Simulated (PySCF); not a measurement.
Spinor energies of Bi (bismuth, neutral)

Start: [Xe] 4f14 5d10 6s2 6p3; 6p1/2 filled at m_j = -1/2, +1/2; 6p3/2 filled at m_j = +3/2. Calculated with PySCF 2.14 in x2c-SVPall-2c (7s11p7d2f, 89 functions): generalised Hartree-Fock with the X2C-1e Hamiltonian and a Gaussian nucleus; one run each with spin-orbit coupling (SO) switched off, then screened by Boettger's factors.

```csv
spinor shell,electrons,"ε, spin-free (eV)","ε, screened SO (eV)",weight of nominal j (screened SO),"rms radius, screened SO (bohr)"
1s1/2,2,-91043.9,-91001.3,1.000,0.0178
2s1/2,2,-16518.0,-16504.0,1.000,0.0718
2p1/2,2,-14152.6,-15833.8,1.000,0.0606
2p3/2,4,-14152.6,-13508.4,1.000,0.0691
3s1/2,2,-4060.7,-4055.6,1.000,0.183
3p1/2,2,-3374.9,-3753.5,1.000,0.175
3p3/2,4,-3374.9,-3225.6,1.000,0.192
3d3/2,4,-2671.2,-2734.7,1.000,0.168
3d5/2,6,-2671.2,-2623.9,1.000,0.172
4s1/2,2,-971.74,-969.71,1.000,0.401
4p1/2,2,-743.23,-837.00,1.000,0.404
4p3/2,4,-743.23,-705.31,1.000,0.438
4d3/2,4,-475.25,-488.61,1.000,0.450
4d5/2,6,-475.25,-464.07,1.000,0.455
5s1/2,2,-181.48,-180.68,1.000,0.891
4f5/2,6,-178.99,-180.78,1.000,0.479
5p1/2,2,-114.79,-132.52,1.000,0.951
5p3/2,4,-114.79,-107.13,1.000,1.04
5d3/2,4,-35.526,-36.824,0.997,1.31
5d5/2,6,-35.526,-33.658,0.998,1.33
6s1/2,2,-18.362,-18.122,1.000,2.40
6p1/2,2,-8.579,-9.138,0.817,3.01
6p3/2,1,-8.579,-7.493,1.000,3.26
```

Question: Where does 4f7/2 lie, and what is the 4f spin-orbit splitting (screened SO)?

Answer: At -175.41 eV, 5.369 eV above 4f5/2.

```
   quantity     spin-free   screened SO
E (hartree)  -21512.64031  -21553.62303
        M_J           3/2           3/2
       ⟨J²⟩         3.757         3.774
       ⟨L²⟩         0.000         0.795
       ⟨S²⟩         3.757         3.232
```

Each row is a mean over spinors that exchange with the open shell spreads, by up to 4.589 eV (6s1/2).

Rows whose weight is well below 1 are mixtures of j = l ± 1/2: exchange outweighs spin-orbit coupling there, and the label is only the starting occupation.

Breit and QED terms are absent; they matter most for the inner s and p1/2 levels.

Densities and radii are taken from the X2C orbitals without a picture-change correction, which distorts them close to the nucleus.

Without spin-orbit coupling the j labels of p, d and f shells carry no meaning; the spin-free column gives the mean over the occupied spinors of each nl shell.
